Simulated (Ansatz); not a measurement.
**GeH3 (SMILES [GeH3]): the energy to break a bond**

GeH3 has 4 atoms, charge 0, and is taken as a doublet. SMILES: `[GeH3]`. Geometry: optimised at B3LYP/def2-SVP.

```xyz
4

Ge    0.2212   -0.1298   -0.2571
H     1.0562    0.1111    1.0237
H    -0.8874   -1.1783    0.0022
H    -0.3900    1.1970   -0.7688
```

Wanted: the dissociation energy of the H2–Ge1 bond into doublet H and singlet GeH2 (shapes relaxed at B3LYP/def2-SVP, no zero-point term). 1 Eh = 2625.50 kJ/mol = 27.2114 eV. Totals in Eh; open shells run unrestricted unless said.

```tsv
level	program	GeH3	doublet H	singlet GeH2
USVWN5/def2-TZVPP	Ansatz	-2075.558318	-0.478344	-2074.966875
UCAM-B3LYP/def2-TZVPP	Ansatz	-2078.865187	-0.498811	-2078.263095
UB2PLYP/def2-TZVPP, 9 core orbitals frozen	Ansatz	-2078.371796	-0.498613	-2077.771383
```

Question: Work out the dissociation energy at each level.

Answer: 
1. USVWN5/def2-TZVPP: (-0.478344) + (-2074.966875) − (-2075.558318) = 0.113099 Eh = 296.9 kJ/mol = 3.08 eV.
2. UCAM-B3LYP/def2-TZVPP: (-0.498811) + (-2078.263095) − (-2078.865187) = 0.103281 Eh = 271.2 kJ/mol = 2.81 eV.
3. UB2PLYP/def2-TZVPP: (-0.498613) + (-2077.771383) − (-2078.371796) = 0.101800 Eh = 267.3 kJ/mol = 2.77 eV.

The levels span 267 to 297 kJ/mol; no measured value is set beside them. A fragment with an even electron count was run as a singlet and may have a lower triplet. A bond enthalpy at 298 K also holds the loss of zero-point energy and thermal terms.
